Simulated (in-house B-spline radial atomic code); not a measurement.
Radial electron density of Pt⁻, [Xe] 4f14 5d9 6s2. All numbers are computed (scalar-relativistic (X2C) BHandHLYP, spin-polarised, spherical fractional occupations, exact exchange averaged over the configuration; Fermi nucleus of rms radius 5.427 fm) with an all-electron radial atomic-structure program (B-spline basis), not measured.

One-electron X2C: radii and densities carry no picture-change correction, so inner-shell <1/r> comes out high (for 1s by about 2 % at Z = 33, 5 % at 54, 10 % at 75, 30 % at 118) and <r> low.

Columns: r (bohr), 4πr²n(r) (electrons per bohr), bar.

```
0.000323    3.579 #
0.000406    4.894 #
0.000511    6.675 ##
0.000643    9.058 ###
0.000809    12.22 ####
 0.00102    16.43 #####
 0.00128    21.79 #######
 0.00161     28.7 #########
 0.00203    37.43 ###########
 0.00256    48.05 ###############
 0.00322     60.3 ##################
 0.00405     73.8 ######################
 0.00509    87.49 ##########################
 0.00641    99.91 ##############################
 0.00807    108.8 #################################
  0.0102    112.1 ##################################
  0.0128      109 #################################
  0.0161    101.6 ###############################
  0.0202    95.33 #############################
  0.0255    97.31 #############################
   0.032    111.5 ##################################
  0.0403    132.8 ########################################
  0.0507    145.6 ############################################
  0.0639    137.7 ##########################################
  0.0804    118.3 ####################################
   0.101    113.3 ##################################
   0.127    128.7 #######################################
    0.16    132.3 ########################################
   0.202    101.8 ###############################
   0.254    73.88 ######################
   0.319    79.04 ########################
   0.402    86.31 ##########################
   0.506    65.53 ####################
   0.636    37.64 ###########
   0.801    23.93 #######
    1.01    18.88 ######
    1.27    13.54 ####
     1.6    8.075 ##
    2.01    4.451 #
    2.53    2.402 #
    3.18    1.261 
       4   0.6132 
    5.04   0.2655 
    6.34  0.09951 
    7.98  0.03063 
      10 0.007694 
    12.6  0.00142
```

On this grid the curve has 4 maxima, near 0.0102, 0.0507, 0.16, 0.402 bohr.

The 6s down radial function P(r) = rR(r), positive near the nucleus:

```json
{"r (bohr)": "0.000256", "P": "0.01012"}
{"r (bohr)": "0.000406", "P": "0.0139"}
{"r (bohr)": "0.000643", "P": "0.01888"}
{"r (bohr)": "0.00102", "P": "0.02534"}
{"r (bohr)": "0.00161", "P": "0.03327"}
{"r (bohr)": "0.00256", "P": "0.0425"}
{"r (bohr)": "0.00405", "P": "0.05126"}
{"r (bohr)": "0.00641", "P": "0.05595"}
{"r (bohr)": "0.0102", "P": "0.04942"}
{"r (bohr)": "0.0161", "P": "0.02279"}
{"r (bohr)": "0.032", "P": "-0.05392"}
{"r (bohr)": "0.0507", "P": "-0.0766"}
{"r (bohr)": "0.0804", "P": "-0.002085"}
{"r (bohr)": "0.127", "P": "0.1061"}
{"r (bohr)": "0.202", "P": "0.01617"}
{"r (bohr)": "0.319", "P": "-0.1579"}
{"r (bohr)": "0.506", "P": "0.0454"}
{"r (bohr)": "0.801", "P": "0.2475"}
{"r (bohr)": "1.27", "P": "-0.103"}
{"r (bohr)": "2.01", "P": "-0.5094"}
{"r (bohr)": "3.18", "P": "-0.5338"}
{"r (bohr)": "5.04", "P": "-0.3258"}
{"r (bohr)": "7.98", "P": "-0.1268"}
{"r (bohr)": "12.6", "P": "-0.02984"}
```
